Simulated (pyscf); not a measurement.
## `[NH2][AlH][Cl]`, singlet

Gas-phase minimum from PySCF at ωB97X-D3(BJ)/def2-SVP, one conformer. 

```xyz
6

N     -0.0602    -0.0324    -0.9608
Al     0.5819     0.3033     0.6465
Cl    -0.5764     1.5207     1.9144
H     -0.9436     0.3169    -1.3184
H      0.3997    -0.6030    -1.6628
H      1.9602    -0.2717     1.1352
```
Charge 0, spin multiplicity 1.

Bond lengths (Å): N1–Al2 1.763, N1–H4 1.015, N1–H5 1.015, Al2–Cl3 2.105, Al2–H6 1.571. Bond angles (°): Al2–N1–H4 124.9, Al2–N1–H5 124.9, H4–N1–H5 110.1, N1–Al2–Cl3 117.3, N1–Al2–H6 122.2, Cl3–Al2–H6 120.5.

Properties at ωB97X-D3(BJ)/def2-SVP:

| Property | Result |
|---|---|
| Harmonic wavenumbers, unscaled | 186, 363, 461, 517, 519, 588, 745, 864, 1535, 2019, 3622, 3711 cm⁻¹ |
| Zero-point energy | 21.6 kcal/mol |
| Rotational symmetry number | 1 |
| Entropy of this conformer at 298 K and 1 atm, rigid rotor and harmonic oscillator, modes under 100 cm⁻¹ raised to 100 | 292.7 J/(mol K) |
| Dipole moment | 2.41 D |

Single-point totals, which compare only within one level (frozen core for MP2 and CC):

```
level                   total energy (hartree)
----------------------  ----------------------
ωB97X-D3(BJ)/def2-TZVP              -759.39004
PBE/def2-TZVP                       -758.93955
r²SCAN/def2-TZVP                    -759.25008
B3LYP-D3(BJ)/def2-TZVP              -759.38709
PBE0-D3(BJ)/def2-TZVP               -759.00843
M06-2X/def2-TZVP                    -759.27956
ωB97M-D3(BJ)/def2-TZVP              -759.44512
HF/def2-TZVPP                       -757.77472
MP2/def2-TZVPP                      -758.25770
CCSD/def2-TZVPP                     -758.29039
CCSD(T)/def2-TZVPP                  -758.30979
```

Soft torsions are taken as harmonic, which can shift the entropy by several J/(mol K). The CCSD(T) − MP2 part came from Ansatz, without density fitting, on the same reference.
